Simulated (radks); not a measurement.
Effect of the nuclear size on neutral potassium, [Ar] 4s1. Calculated with a radial shooting solver on a logarithmic mesh with Libxc functionals: Dirac Kohn-Sham, BLYP, spin-unpolarised, spherical densities, finite nucleus; Fermi nuclear charge, rms radius 3.4349 fm. The rms radius is varied about that value; shifts are against it.

rms radius (fm),total energy shift (eV),density at nucleus (e/bohr^3),1s1/2 shift (meV),2s1/2 shift (meV)
2.9197,-0.00655,5214,-2.76,-0.213
3.2322,-0.00270,5201,-1.14,-0.088
3.4349,0,5194,0.000,0.000
3.6169,0.00256,5188,1.08,0.083
3.8368,0.00583,5180,2.46,0.190

Slopes of the eigenvalues against <r^2> in GHz/fm^2, as finite differences over the two radii next to the reference (eigenvalue slopes, not the field-shift constants of lines): 1s1/2 204, 2s1/2 15.7.
